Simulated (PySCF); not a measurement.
## Ionisation energy of Dy⁶¹⁺ by level of theory

Dy⁶¹⁺ [He] 2s2 2p1 [2p1/2^1, M_J = 1/2] → Dy⁶²⁺ [He] 2s2, as a difference of total energies. Computed with PySCF 2.14 in an even-tempered Gaussian basis (17 s from 44 bohr⁻², ratio 2.4; 13 p from 57 bohr⁻², ratio 2.4; 5 d from 180 bohr⁻², ratio 2.6; 4 f from 270 bohr⁻², ratio 2.6), with the two-component X2C-1e Hamiltonian. Correlated levels: nothing frozen; the 30 highest virtual spinors dropped. "Screened" scales the spin-orbit matrix elements by Boettger's factors to mimic the two-electron term; Breit and QED terms are absent.

```csv
method,ionisation energy (eV)
GHF (spin-free),13888.0
GMP2 (spin-free),13887.6
GHF (screened spin-orbit),14510.5
GMP2 (screened spin-orbit),14508.3
```

**Question.** How much does correlation contribute at GMP2 (screened spin-orbit)?

**Answer.** 14508.3 − (14510.5) = -2.2 eV, measured against GHF (screened spin-orbit).

For this ion Breit and QED terms and the two-electron picture change, all absent here, outweigh the correlation shift from GHF to GMP2.

The spin-free rows lack the spin-orbit shift.

For comparison: 14495 ± 12 eV (theoretical estimate listed by NIST; NIST Atomic Spectra Database, ionization energies).
